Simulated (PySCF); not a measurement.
CH3F3O3Sn, SMILES F[C]([Sn]([OH])([OH])[OH])(F)F (connectivity only; charge and spin as stated), charge -1, multiplicity 2.

Geometry: PBE0-D3(BJ)/def2-SVPD. The def2 effective core potentials stand for the cores of Sn; spin–orbit coupling is left out. The values are those of a single conformer.

Level of theory: PBE0-D3(BJ)/def2-SVPD in PySCF.

Frequencies are harmonic and unscaled.

| mode | ν (cm⁻¹) | IR (km/mol) | moving atoms (share of kinetic energy) |
|---|---|---|---|
| 1 | 33 | 0.5 | F 61 %, O 33 % |
| 2 | 42 | 2.1 | O 63 %, F 14 %, Sn 11 %, H 11 % |
| 3 | 80 | 2.3 | O 56 %, F 27 %, Sn 10 % |
| 4 | 101 | 12.2 | H 42 %, O 33 %, F 21 % |
| 5 | 147 | 20.1 | O 48 %, H 40 % |
| 6 | 155 | 12.9 | F 45 %, O 33 %, H 9 % |
| 7 | 172 | 24.5 | F 39 %, O 33 %, H 12 %, Sn 11 % |
| 8 | 180 | 2.5 | F 44 %, O 18 %, H 17 %, Sn 15 % |
| 9 | 197 | 10.3 | F 35 %, O 29 %, H 20 %, Sn 13 % |
| 10 | 204 | 42.5 | H 44 %, F 28 %, O 19 % |
| 11 | 226 | 71.6 | O 52 %, H 24 %, Sn 14 %, F 8 % |
| 12 | 410 | 46.5 | H 91 %, O 9 % |
| 13 | 435 | 99.3 | O 84 %, Sn 12 % |
| 14 | 511 | 0.4 | F 93 % |
| 15 | 514 | 1.1 | F 93 % |
| 16 | 527 | 137.5 | O 83 %, Sn 13 % |
| 17 | 546 | 88.2 | O 85 %, Sn 12 % |
| 18 | 703 | 4.5 | F 84 %, C 15 % |
| 19 | 749 | 92.6 | H 90 %, O 8 % |
| 20 | 816 | 53.8 | H 90 %, O 9 % |
| 21 | 866 | 110.9 | H 89 %, O 10 % |
| 22 | 1052 | 320.5 | C 72 %, F 28 % |
| 23 | 1059 | 286.1 | C 72 %, F 28 % |
| 24 | 1093 | 278.2 | C 72 %, F 27 % |
| 25 | 3885 | 16.1 | H 94 % |
| 26 | 3897 | 23.9 | H 94 % |
| 27 | 3903 | 11.4 | H 94 % |
